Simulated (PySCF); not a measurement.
```xyz
9

C     -1.1275    -0.2742    -0.2611
N      0.0547     0.3259    -0.8081
C      1.1357     0.3266     0.1345
H     -1.4637     0.2517     0.6580
H     -0.9438    -1.3255     0.0481
H     -1.9457    -0.2616    -0.9937
H      2.0281     0.8003    -0.2962
H      0.8629     0.8624     1.0688
H      1.3993    -0.7057     0.4497
```

Charge 0, multiplicity 2.

### Question
Give the Mulliken and meta-Löwdin atomic charges from PBE-D3(BJ)/def2-TZVP (PySCF 2.14.0).

### Answer

```
atom  Mulliken (e)  meta-Löwdin (e)
----  ------------  ---------------
C1           -0.28            -0.25
N2           -0.18            -0.20
C3           -0.28            -0.25
H4            0.11             0.11
H5            0.12             0.11
H6            0.14             0.13
H7            0.14             0.13
H8            0.11             0.11
H9            0.12             0.11
```
